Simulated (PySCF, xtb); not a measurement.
SnH₂Cl₂, SMILES [Cl][SnH2][Cl].

Harmonic wavenumbers (cm⁻¹) from GFN2-xTB (xtb 6.7.1) at its own minimum, in rising order: 104, 311, 327, 332, 417, 513, 637, 1382, 1568.

### Question
What does PBE-D3(BJ)/def2-SVP run with PySCF give at its own minimum? (Estimate from the structure and the level; the computed values follow.)

### Answer
110, 361, 372, 404, 495, 627, 645, 1872, 1899. Paired by order, the mean absolute difference is 133 cm⁻¹ and the zero-point energies are 8.0 and 9.7 kcal/mol.
